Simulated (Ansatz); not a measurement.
HClSi, charge +1, doublet, geometry from GFN2-xTB (a state made from the parent by changing its charge; the spin is typed, not shown lowest); CCSD/6-31G (Ansatz, a quantum-chemistry and plane-wave program).

Input for Ansatz:
Ansatz 0.2 input:
```yaml
crystal:
  periodic: [false, false, false]
  atoms:
    - {symbol: Si, position_ang: [0.86135093, -0.21951955, 0.44274278]}
    - {symbol: H, position_ang: [2.20871354, -0.51186238, -0.05259738]}
    - {symbol: Cl, position_ang: [-0.83927215, 0.21089035, -0.36151774]}
basis:
  gaussian:
    orbitals: 6-31G
total_charge: 1
magnetization: {spin_polarized: true, initial_magnetization: 1}
correlation: {method: ccsd, diis_vectors: 2}
```

The log (banner, timings and long lists left out):

```
Functional definition: HF
312 factors; integrals over basis functions are off by at most 1.9e-4 eV
mean field evaluation 1: about -20367.5609 eV, gradient 1.6e1 eV
mean field evaluation 2: about -20367.5663 eV, gradient 1.6e1 eV
mean field evaluation 4: about -20369.7397 eV, gradient 1.4e0 eV
mean field evaluation 8: about -20369.7998 eV, gradient 5.3e-4 eV
mean field evaluation 16: about -20369.7360 eV, gradient 1.4e0 eV
mean field evaluation 32: about -20367.9498 eV, gradient 1.2e-3 eV
mean field evaluation 64: about -20367.9498 eV, gradient 7.7e-4 eV
mean field evaluation 96: about -20364.3443 eV, gradient 2.4e0 eV
mean field -20369.80116206 eV, -748.5763855586 hartree, gradient 9.8e-7 eV, S^2 0.756907; 1 other end points of the search recorded, 0 dependent functions left out
determinant -20369.80116206 eV, -748.5763855586 hartree, with singles and doubles -20372.32957064 eV, -748.6693028599 hartree
determinant -20367.94982326 eV, -748.5083501126 hartree, with singles and doubles -20370.59897892 eV, -748.6057047875 hartree
10 core orbitals not correlated
reference -20369.80116206 eV, -748.5763855586 hartree; 6, 5 occupied and 12, 13 virtual orbitals, 312 factors
second order -2.09457974 eV of doubles, -0.00000000 eV of singles
cycle   1  -2.52873825 eV  change   -3.3e-4 eV  update   7.2e-4
cycle   2  -2.52871978 eV  change    1.8e-5 eV  update   4.8e-4
cycle   3  -2.52888463 eV  change   -1.6e-4 eV  update   2.2e-4
cycle   4  -2.52887992 eV  change    4.7e-6 eV  update   7.3e-5
cycle   5  -2.52895648 eV  change   -7.7e-5 eV  update   3.8e-5
cycle   6  -2.52896717 eV  change   -1.1e-5 eV  update   1.4e-5
cycle   7  -2.52897825 eV  change   -1.1e-5 eV  update   6.6e-6
cycle   8  -2.52898211 eV  change   -3.9e-6 eV  update   4.0e-6
Total energy: -20372.33014417 eV, -748.6693239370 hartree
```
